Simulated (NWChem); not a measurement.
HTeCl; SMILES Cl[TeH]

```xyz
3

Te     0.0277     0.5744     0.0000
H     -1.6369     0.6978     0.0000
Cl     0.0117    -1.7981     0.0000
```
Atoms are numbered in this order, from 1.

Results from NWChem. All runs use the structure optimised with PBE0/def2-SVP (def2 core potentials past Kr).

Estimate the computed values for PBE/3-21G, non-relativistic. Quantities: highest occupied level (eV); orbital gap (eV); dipole (D).


| Property | Result |
|---|---|
| highest occupied level (eV) | -5.55 |
| orbital gap (eV) | 1.91 |
| dipole (D) | 2.56 |
